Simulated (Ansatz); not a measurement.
`CC1=C[CH]1[SnH3]`, charge 0, multiplicity 1.

Problem. Give a relaxed structure at PBE0-D4/def2-TZVP (the Gaussian-basis code of Ansatz). (Best estimate.)

Solution. Computed: 
Z-matrix (Å, degrees):
```
C
C 1 1.464
H 1 1.095 2 110.1
H 1 1.091 2 111.7 3 121.0
H 1 1.094 2 110.4 3 -117.6
C 2 1.288 1 152.7 3 -120.1
C 2 1.505 1 142.6 3 56.9
H 6 1.076 2 150.6 1 -0.1
Sn 7 2.148 2 121.6 1 -71.1
H 7 1.094 2 117.6 1 77.0
H 9 1.713 7 111.7 2 -141.8
H 9 1.714 7 112.0 2 97.5
H 9 1.714 7 108.2 2 -22.4
```
This is one stationary point; other conformers may exist.
